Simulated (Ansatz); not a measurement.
A structure relaxed at B3LYP-D4/def2-SVP in Ansatz, charge 0, singlet:

```xyz
8

Cr   -0.849    0.063    1.278
Cr    0.848   -0.062   -1.278
F     0.572   -1.037   -2.635
F    -0.647   -0.873   -0.387
F    -2.083   -1.004    1.731
F    -0.574    1.040    2.633
F     2.087    1.000   -1.729
F     0.646    0.873    0.386
```

(1) Give its formula.

(2) Summarise the bond lengths by kind (pairs closer than 1.2 times the sum of covalent radii, bridged metal pairs left out).

Answers

(1) the cluster Cr₂F₆.

(2) 8 × Cr–F 1.69 to 1.92 Å.

The restricted singlet is unstable towards broken spin symmetry in Hartree–Fock (as tested in another run); at B3LYP-D4/def2-SVP this wasn't settled. Another isomer (singlet) lies 2.44 eV lower at PBE0-D4/def2-TZVP; other spin states weren't run for this one.
